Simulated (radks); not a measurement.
The tellurium anion Te2-, [Xe], held by a Watson sphere: a shell of charge +1.3 at radius R that stands for the Madelung well of a crystal (potential energy -1.3/R inside, -1.3/r outside, in hartree with lengths in bohr). Calculated with a radial shooting solver on a logarithmic mesh with Libxc functionals: scalar-relativistic Kohn-Sham, LDA (Slater exchange, VWN5 correlation), spin-polarised, spherical densities, finite nucleus; Fermi nuclear charge, rms radius of each element as measured or else 0.836 A^(1/3) + 0.57 fm.

R (bohr)  e(4d) (eV)  e(5s) (eV)  e(5p) (eV)  <r> 5p (bohr)  sum of <r^2> (bohr^2)  X-ray form factor at sin(theta)/lambda = 0.2 1/angstrom
2.6          -35.800     -10.832      -2.139          2.804                  85.06                                                   41.610
4.35         -35.141      -9.435      -1.109          3.141                  101.7                                                   41.534
4.6          -35.067      -9.302      -0.969          3.181                  104.0                                                   41.540
4.92         -34.972      -9.147      -0.800          3.229                  106.9                                                   41.547
4.98         -34.954      -9.119      -0.769          3.237                  107.4                                                   41.548
5.94         -34.692      -8.751      -0.345          3.366                  116.2                                                   41.565
